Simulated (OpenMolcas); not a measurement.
Nb4+ (d1) among equal point charges was computed by CASSCF with the d shell active (OpenMolcas, ANO-RCC-VTZP on the metal). Its lowest spin-free states, and all those of the highest spin:

```json
{"2S+1": "2", "Degeneracy": "3", "E (cm-1)": "0.0"}
{"2S+1": "2", "Degeneracy": "2", "E (cm-1)": "15347"}
```

Task: Is the site octahedral, tetrahedral or cube-like, axial, or of lower symmetry?

Result: The states with 2S+1 = 2 have orbital degeneracies 3, 2. Threefold states need a cubic site. For d1 at this spin an octahedron puts the threefold T2 below the twofold E and a tetrahedron or cube puts the twofold E below the threefold T2, so the site is octahedral. The first gap at this spin, 15300 cm-1, is |10Dq| in ligand-field theory. The run had Nb4+ among 6 point charges of -1.5 e arranged as an octahedron (Oh), 1.86 Å from the ion.

An orbital triplet at a regular site is open to Jahn-Teller coupling, which can distort the site and quench the lowest spin-orbit gaps and is left out. This is an electrostatic model: the charges have no orbitals. No measured value stands beside these numbers.
